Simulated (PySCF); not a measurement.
**P (phosphorus, neutral) across methods**

[Ne] 3s2 3p2 4s1, high-spin 4P determinant (an excited configuration). Computed with PySCF 2.14 in x2c-QZVPPall with one added diffuse shell each of s, p, d, f type (10s7p5d3f1g, 86 functions), with scalar relativity by spin-free X2C-1e. The B2PLYP total includes its PT2 part (frozen core); its orbital energies are those of the SCF part.

```tsv
method	E (hartree)	mean ε 3s β (eV)	mean ε 3p α (eV)	mean ε 4s α (eV)	Σ⟨r²⟩ (bohr²)	⟨S²⟩
B2PLYP	-341.7219	-18.853	-12.176	-2.440	53.28	3.756
LC-wPBE	-341.7282	-20.816	-13.994	-3.436	53.55	3.756
wB97X-V	-341.7770	-20.472	-13.352	-3.240	53.35	3.754
PBE0	-341.7113	-17.824	-11.094	-2.251	53.20	3.755
UHF	-341.28647	-20.185	-14.471	-3.100	54.04	3.763
r2SCAN	-341.8053	-16.747	-10.237	-1.838	53.41	3.758
PBE	-341.6873	-16.578	-9.754	-1.854	52.96	3.753
B3LYP	-341.8644	-17.747	-10.661	-2.089	52.79	3.754
LDA	-340.5630	-16.761	-9.692	-1.907	52.49	3.751
```

The outer electron is Rydberg-like, and this basis confines it to a smaller radius and binds it less than a complete one would.
